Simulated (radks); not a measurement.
The nitrogen ion N+, 6 electrons, occupied as [He] 2s2 2p2 (the NIST ground configuration).

All-electron calculation, scalar-relativistic Kohn-Sham, PBEsol, spin-polarised, spherical densities, finite nucleus; open shells are filled with parallel spins first; Fermi nuclear charge, rms radius 2.5582 fm. Program: a radial shooting solver on a logarithmic mesh with Libxc functionals.

Energy parts (hartree):
| part | energy |
|---|---|
| total | -53.81312 |
| kinetic | 53.71312 |
| electron-nucleus | -123.78442 |
| Hartree | 22.30619 |
| exchange-correlation | -6.04800 |

Orbitals (lengths in bohr, moments of r in powers of bohr):
orbital  occ.  eigenvalue (hartree)    <r^4>  <1/r>     <r>
1s up       1             -14.70113  0.01364  6.619  0.2305
1s down     1             -14.65240  0.01339  6.635  0.2297
2s up       1              -1.23677    6.152  1.174   1.235
2s down     1              -1.09825    7.104  1.139   1.271
2p up       2              -0.80703    8.627  1.058   1.252
2p down     0              -0.66910    11.50  1.014   1.325

The highest occupied level is 2p up at -21.960 eV. The electron density at the nucleus is 211.5 e/bohr^3 (large components only). The density falls to 0.001 e/bohr^3 at r = 3.00 bohr. Spin moment in Bohr magnetons: 2. For comparison, the ionisation energy in NIST's Atomic Spectra Database is 29.601 eV (semi-empirical). In exact Kohn-Sham theory the highest level is minus the ionisation energy, but local and semilocal functionals leave it too shallow, through self-interaction and a potential that decays too fast; potentials with the right tail come closer. Summed over all electrons, <r^2> = 7.852 bohr^2, which gives a Langevin (diamagnetic) susceptibility term of -6.22 x 10^-6 cm^3/mol. The spin density at the nucleus is -0.0568 e/bohr^3 (1s -0.4570, 2s 0.4002).
